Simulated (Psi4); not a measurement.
HClF₂OSi, singlet, at a GFN2-xTB geometry. Base run: Psi4 with CCSD(T)/def2-SVP.

Here is a job for Psi4.
```
memory 2 GB

molecule mol {
0 1
  O     1.637758   -0.461005   -0.443170
  Si    0.120506   -0.269715    0.022409
  F    -0.061356   -0.770156    1.525323
  F    -0.684548   -1.335858   -0.827396
  Cl   -0.615428    1.553356   -0.174176
  H     2.386253    0.011123   -0.088718
}

set basis def2-svp
set reference rhf
set freeze_core true

energy('ccsd(t)')
print_variables()
```

The base run was repeated with changes; each row names its change, and settings that it needs were set with it.

```json
[
 {"change": "base", "ΔE vs base (mEh)": "0.000", "MP2 correlation (Eh)": "-0.77375", "basis functions": "83", "core-seconds (rough)": "40"},
 {"change": "method = mp2", "ΔE vs base (mEh)": "34.624", "MP2 correlation (Eh)": "-0.77388", "basis functions": "83", "core-seconds (rough)": "5"},
 {"change": "method = qcisd(t)", "ΔE vs base (mEh)": "-0.710", "MP2 correlation (Eh)": "-0.77375", "basis functions": "83", "core-seconds (rough)": "40"},
 {"change": "method = ccsd", "ΔE vs base (mEh)": "13.467", "MP2 correlation (Eh)": "-0.77375", "basis functions": "83", "core-seconds (rough)": "30"},
 {"change": "method = mp3", "ΔE vs base (mEh)": "___", "MP2 correlation (Eh)": "-0.77388", "basis functions": "83", "core-seconds (rough)": "6"},
 {"change": "method = fno-ccsd(t)", "ΔE vs base (mEh)": "0.000", "MP2 correlation (Eh)": "-0.77375", "basis functions": "83", "core-seconds (rough)": "30"},
 {"change": "method = mp4", "ΔE vs base (mEh)": "___", "MP2 correlation (Eh)": "-0.77375", "basis functions": "83", "core-seconds (rough)": "30"},
 {"change": "method = dlpno-mp2", "ΔE vs base (mEh)": "34.699", "MP2 correlation (Eh)": "-0.77381", "basis functions": "83", "core-seconds (rough)": "6"}
]
```

Question: Complete the blanks.

Answer: 
- method = mp3, ΔE vs base (mEh): 22.500
- method = mp4, ΔE vs base (mEh): -2.793
